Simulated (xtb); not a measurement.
Input for xtb: GFN1-xTB on BFH5N (a complex), monomers drawn apart or pushed together.

```
$ xtb mol.xyz --gfn 1 --sp --chrg 0 --uhf 0
8

B     -0.12648168    -0.37308079     1.43733706
F      0.93690420     0.37918232     0.92206819
H     -1.22100995     0.09350058     1.20949699
H     -0.02571032    -1.56617162     1.25309006
N      0.00858196    -0.22562454     3.33889628
H     -0.04167218     0.75779513     3.59290235
H      0.91579101    -0.58127507     3.62976242
H     -0.71573727    -0.72964576     3.84247699
```

It printed:

```
[...]
           -------------------------------------------------
          |                Calculation Setup                |
           -------------------------------------------------



           -------------------------------------------------
          |                 G F N 1 - x T B                 |
           -------------------------------------------------

        Reference                      10.1021/acs.jctc.7b00118
      * Hamiltonian:
        H0-scaling (s, p, d)           1.850000    2.250000    2.000000
        zeta-weighting                 0.000000
      * Dispersion:
        s8                             2.400000
        a1                             0.630000
        a2                             5.000000
        s9                             0.000000
      * Repulsion:
        kExp                           1.500000
        rExp                           1.000000
      * Coulomb:
        alpha                          2.000000
        third order                    atomic
        anisotropic                    false
      * Halogen bond correction:
        rad-scale                      1.300000
        damping                        0.440000


          ...................................................
          :                      SETUP                      :
          :.................................................:
          :  # basis functions                  22          :
          :  # atomic orbitals                  22          :
          :  # shells                           16          :
          :  # electrons                        20          :
          :  # halogen bonds                     0          :
          :  max. iterations                   250          :
          :  Hamiltonian                  GFN1-xTB          :
          :  restarted?                      false          :
          :  GBSA solvation                  false          :
          :  PC potential                    false          :
          :  electronic temp.          300.0000000     K    :
          :  accuracy                    1.0000000          :
          :  -> integral cutoff          0.2500000E+02      :
          :  -> integral neglect         0.1000000E-07      :
          :  -> SCF convergence          0.1000000E-05 Eh   :
          :  -> wf. convergence          0.2000000E-04 e    :
          :  Broyden damping             0.4000000          :
          :  net charge                          0          :
          :  unpaired electrons                  0          :
          ...................................................

 iter      E             dE          RMSdq      gap      omega  full diag
   1    -12.5197561 -0.125198E+02  0.658E+00    7.88       0.0  T
   2    -12.5540953 -0.343392E-01  0.377E+00    6.76       1.0  T
   3    -12.5569020 -0.280672E-02  0.108E+00    6.06       1.0  T
   4    -12.5588927 -0.199067E-02  0.249E-01    6.07       1.0  T
   5    -12.5589580 -0.653081E-04  0.388E-02    6.09       1.0  T
   6    -12.5589670 -0.898523E-05  0.126E-02    6.12       2.8  T
   7    -12.5589676 -0.579689E-06  0.302E-04    6.13     116.9  T
   8    -12.5589676 -0.265818E-09  0.364E-04    6.13      97.1  T
   9    -12.5589676 -0.445430E-09  0.153E-04    6.13     231.1  T
  10    -12.5589676 -0.112973E-09  0.939E-06    6.13    3766.9  T

   *** convergence criteria satisfied after 10 iterations ***

         #    Occupation            Energy/Eh            Energy/eV
      -------------------------------------------------------------
         1        2.0000           -0.8122956             -22.1037
       ...           ...                  ...                  ...
         4        2.0000           -0.6015341             -16.3686
         5        2.0000           -0.5575073             -15.1705
         6        2.0000           -0.5106198             -13.8947
         7        2.0000           -0.4936660             -13.4333
         8        2.0000           -0.4850738             -13.1995
         9        2.0000           -0.4531722             -12.3314
        10        2.0000           -0.4090824             -11.1317 (HOMO)
        11                         -0.1838923              -5.0040 (LUMO)
        12                         -0.1159358              -3.1548
        13                         -0.1034039              -2.8138
        14                         -0.0999824              -2.7207
        15                         -0.0370667              -1.0086
       ...                                ...                  ...
        22                          0.6111820              16.6311
      -------------------------------------------------------------
                  HL-Gap            0.2251901 Eh            6.1277 eV
             Fermi-level           -0.2964873 Eh           -8.0678 eV

 SCC (total)                   0 d,  0 h,  0 min,  0.003 sec
 SCC setup                      ...        0 min,  0.000 sec (  1.840%)
 Dispersion                     ...        0 min,  0.000 sec (  0.910%)
 classical contributions        ...        0 min,  0.000 sec (  0.369%)
 integral evaluation            ...        0 min,  0.001 sec ( 23.659%)
 iterations                     ...        0 min,  0.001 sec ( 28.433%)
 molecular gradient             ...        0 min,  0.001 sec ( 42.212%)
 printout                       ...        0 min,  0.000 sec (  2.447%)

         :::::::::::::::::::::::::::::::::::::::::::::::::::::
         ::                     SUMMARY                     ::
         :::::::::::::::::::::::::::::::::::::::::::::::::::::
         :: total energy             -12.477860850367 Eh    ::
         :: gradient norm              0.031073421355 Eh/a0 ::
         :: HOMO-LUMO gap              6.127733533360 eV    ::
         ::.................................................::
         :: SCC energy               -12.558967551649 Eh    ::
         :: -> electrostatic           0.046220229056 Eh    ::
         :: repulsion energy           0.082553015674 Eh    ::
         :: dispersion energy         -0.001446314392 Eh    ::
         :: halogen bond corr.         0.000000000000 Eh    ::
         :: add. restraining           0.000000000000 Eh    ::
         :: total charge              -0.000000000000 e     ::
         :::::::::::::::::::::::::::::::::::::::::::::::::::::

           -------------------------------------------------
          |                Property Printout                |
           -------------------------------------------------

    * Orbital Energies and Occupations

         #    Occupation            Energy/Eh            Energy/eV
      -------------------------------------------------------------
         1        2.0000           -0.8122956             -22.1037
         2        2.0000           -0.7732173             -21.0403
         3        2.0000           -0.6034913             -16.4218
         4        2.0000           -0.6015341             -16.3686
         5        2.0000           -0.5575073             -15.1705
         6        2.0000           -0.5106198             -13.8947
         7        2.0000           -0.4936660             -13.4333
         8        2.0000           -0.4850738             -13.1995
         9        2.0000           -0.4531722             -12.3314
        10        2.0000           -0.4090824             -11.1317 (HOMO)
        11                         -0.1838923              -5.0040 (LUMO)
        12                         -0.1159358              -3.1548
        13                         -0.1034039              -2.8138
        14                         -0.0999824              -2.7207
        15                         -0.0370667              -1.0086
        16                         -0.0237610              -0.6466
Note: The following floating-point exceptions are signalling: IEEE_DENORMAL
normal termination of xtb
        17                          0.1179154               3.2086
        18                          0.2048583               5.5745
        19                          0.2086143               5.6767
        20                          0.2820772               7.6757
        21                          0.3552652               9.6673
        22                          0.6111820              16.6311
      -------------------------------------------------------------
                  HL-Gap            0.2251901 Eh            6.1277 eV
             Fermi-level           -0.2964873 Eh           -8.0678 eV

  Mulliken/CM5 charges         n(s)   n(p)   n(d)
     1B     0.34155  0.09467   0.908  1.751  0.000
     2F    -0.36823 -0.32951   1.821  5.548  0.000
     3H    -0.12654 -0.02316   1.127  0.000  0.000
     4H    -0.12653 -0.02315   1.127  0.000  0.000
     5N    -0.39676 -0.95147   1.462  3.934  0.000
     6H     0.22791  0.41352   0.772  0.000  0.000
     7H     0.22785  0.41346   0.772  0.000  0.000
     8H     0.22076  0.40564   0.779  0.000  0.000

Wiberg/Mayer (AO) data.
largest (>0.10) Wiberg bond orders for each atom

 ---------------------------------------------------------------------------
     #   Z sym  total        # sym  WBO       # sym  WBO       # sym  WBO
 ---------------------------------------------------------------------------
     1   5 B    3.296 --     4 H    0.951     3 H    0.951     2 F    0.916
                             5 N    0.462
     2   9 F    1.000 --     1 B    0.916
     3   1 H    0.998 --     1 B    0.951
     4   1 H    0.998 --     1 B    0.951
     5   7 N    3.315 --     8 H    0.942     7 H    0.939     6 H    0.939
                             1 B    0.462
     6   1 H    0.956 --     5 N    0.939
     7   1 H    0.956 --     5 N    0.939
     8   1 H    0.957 --     5 N    0.942
 ---------------------------------------------------------------------------

Topologies differ in total number of bonds
Writing topology from bond orders to xtbtopo.mol

 dipole moment from electron density (au)
     X       Y       Z
  -0.2549  -0.1194   2.4167  total (Debye):    6.184


           -------------------------------------------------
          | TOTAL ENERGY              -12.477860850367 Eh   |
          | GRADIENT NORM               0.031073421355 Eh/α |
          | HOMO-LUMO GAP               6.127733533360 eV   |
           -------------------------------------------------

------------------------------------------------------------------------
------------------------------------------------------------------------
 total:
 SCF:
```

The run finished.

Cost: roughly 0.020 core-seconds.
